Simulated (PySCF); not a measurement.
Gas-phase reaction: Ga(OH)₃ = GaOH + H₂ + O₂. Level: PBE0/def2-TZVP; standard pressure 1 bar.

Computed with PySCF and rigid-rotor harmonic-oscillator thermochemistry at 1 bar. Open shells (unrestricted): O₂ (multiplicity 3); the rest are closed-shell singlets. Ga: all electrons, no relativistic terms. Ga(OH)₃, GaOH: computed as isolated molecules; such fragments, hydroxides, amides, oligomers or adducts are transient or little studied in the gas. The harmonic model lacks anharmonicity and excited electronic states, which grow with temperature; levels with a mode under 35 cm⁻¹ are left out.

```csv
T (K),1000/T (1/K),log10 K
1200,0.8333,-9.95
1400,0.7143,-6.64
1600,0.6250,-4.18
1800,0.5556,-2.28
2000,0.5000,?
2500,0.4000,1.91
```

**Question.** Fit log10 K = a + b·(1000/T) to the five rows, get the mean ΔH° and ΔS°, and predict log10 K at 2000 K.

**Answer.** Means: 1000/T = 0.6256, log10 K = -4.228. Sums of products about the means: Sxy = -2.92353, Sxx = 0.106803, so b = Sxy/Sxx = -27.37 and a = -4.228 − (-27.37)×0.6256 = 12.90.
ΔH° = −R ln 10 × 1000 K × b = −19.145 × (-27.37) = 524 kJ; ΔS° = R ln 10 × a = 247 J/K. The run's own values go from 534 kJ and 254 J/K at 1200 K to 506 kJ and 239 J/K at 2500 K.
Prediction at 2000 K: 12.90 + (-27.37)×0.5000 = -0.79. The computed value is -0.77, 0.02 from the line.
For scale, ΔH°(298 K) is 544 kJ at this level, 558 kJ at ωB97M-V/def2-TZVP†, and runs from 460 to 723 kJ over the 19 levels computed († marks an energy on the PBE0/def2-TZVP geometry).
